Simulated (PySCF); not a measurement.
Gas-phase reaction: 3 AuF + C2F5 ⇌ 3 Au + 2 CF4

Energies from PySCF, thermal terms from the rigid-rotor harmonic-oscillator model, ideal gas at 1 bar. † marks an energy on the PBE0/def2-TZVP geometry and frequencies; other levels use their own. MP2 and CCSD(T) freeze the core. Open shells (unrestricted): C2F5 (multiplicity 2), Au (multiplicity 2); the rest are closed-shell singlets. Au: scalar-relativistic def2 core potential, no spin-orbit coupling. C2F5: computed as isolated molecules; such fragments, hydroxides, amides, oligomers or adducts are transient or little studied in the gas. MP2 isn't extrapolated to the basis-set limit. CCSD(T) isn't extrapolated to the basis-set limit. Warning, large T1 diagnostic: AuF (CCSD(T)/def2-SVP†).

```csv
level,"ΔH°(298 K), kJ"
BLYP/def2-TZVP†,-301
CCSD(T)/def2-SVP†,___
HF/def2-TZVP†,___
MP2/def2-SVP†,-533
PBE0/def2-TZVP,-395
ωB97M-V/def2-TZVP†,___
ωB97X-V/def2-TZVP†,-350
```

Question: Some entries are withheld; supply them.

Answer: 
- CCSD(T)/def2-SVP†, ΔH°(298 K), kJ: -463
- HF/def2-TZVP†, ΔH°(298 K), kJ: -521
- ωB97M-V/def2-TZVP†, ΔH°(298 K), kJ: -367
